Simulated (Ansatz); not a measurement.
`Cl[BH][SbH2]` + `NC=O` → `O=C[NH][SbH2]` + `BCl` at 298.15 K and 1 bar (cleavage of the Sb–B bond).

Computed with Ansatz on PBE0-D4/def2-TZVP structures; ΔE is electronic, products minus reactants. CCSD(T)/CBS is the MP2 limit (def2-TZVPP, def2-QZVPP) plus CCSD(T) − MP2 in def2-TZVPP, frozen cores. This one scheme is used for every species. def2 core potentials past Kr. For Sb outer-core shells are correlated without core-valence functions, which leaves a few kJ/mol of doubt a bond. Each species was taken in one conformer, which may not be the lowest.

```csv
species,CCSD(T)/CBS energy (Eh),H − E (kJ/mol),S (J/(mol·K))
`Cl[BH][SbH2]`,-726.39723,86.7,317.4
`NC=O`,-169.73435,132.2,256.9
`O=C[NH][SbH2]`,-410.33905,146.9,325.1
`BCl`,-485.78909,65.8,234.3
```

H − E and S are ideal-gas, rigid-rotor, harmonic terms from PBE0-D4/def2-TZVP, for one conformer and one mirror image of each species. 1 Eh = 2625.50 kJ/mol, R = 8.31446 J/(mol·K).

Problem. By hand: ΔE, ΔH, ΔS and ΔG.

Solution. ΔE = (-410.33905) + (-485.78909) − (-726.39723) − (-169.73435) = 0.00344 Eh = 9.0 kJ/mol. Δ(H − E) = 146.9 + 65.8 − 86.7 − 132.2 = -6.2, so ΔH = 2.8 kJ/mol. ΔS = 325.1 + 234.3 − 317.4 − 256.9 = -14.9 J/(mol·K). ΔG = 2.8 − 298.15 × (-14.9)/1000 = 7.2 kJ/mol.

Problem. By hand: the equilibrium constant, and the temperature at which ΔG would vanish if ΔH and ΔS stayed fixed.

Solution. log₁₀ K = −ΔG/(RT ln 10) = -1.3. ΔH and −TΔS have one sign here, so there is no such temperature. One of them is within its doubt of zero, so this could turn.

TΔS isn't small against ΔH here. A doubt of 5 kJ/mol in ΔE shifts log₁₀ K by 0.9 here. Other conformers and mirror images would add mixing entropy, several J/(mol·K) or more a flexible species. These are equilibria of isolated gas molecules and say nothing of rates. Largest T1 diagnostic: 0.017 (customary marks: 0.02 for closed shells, 0.045 for open ones).
